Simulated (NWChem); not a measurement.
Species: C3H8Si; SMILES C/C=C\[SiH3]

```xyz
12

C      0.7728    -1.8274     0.0000
C     -0.6160    -1.2819     0.0000
C     -0.9661     0.0138     0.0000
Si     0.2125     1.4723     0.0000
H      0.9421    -2.4667    -0.8828
H      0.9421    -2.4667     0.8828
H      1.5400    -1.0384     0.0000
H     -1.4133    -2.0387     0.0000
H     -2.0394     0.2412     0.0000
H      1.1000     1.4781    -1.2061
H     -0.5824     2.7375     0.0000
H      1.1000     1.4781     1.2061
```
Atoms are numbered in this order, from 1.

Results from NWChem. Pople sets run with spherical d functions. The geometry was optimised at PBE0/def2-SVP. Isolated, static molecule.

GIAO at B3LYP/6-31G*: principal shieldings of Si4 are 446.3, 461.9, 495.0 ppm; an isolated tetramethylsilane molecule has σ = 415.4 ppm at the same levels.

Q: Find the isotropic 29Si shift, its principal values, the span and the skew.

A: 
1. σ(iso) = one third of the sum = 467.7 ppm.
2. δ = σ(reference) − σ = -52.3 ppm against tetramethylsilane.
3. δ11, δ22, δ33 = -30.9, -46.5, -79.6 ppm.
4. Span Ω = δ11 − δ33 = 48.7 ppm; skew κ = 3(δ22 − δ(iso))/Ω = 0.36.
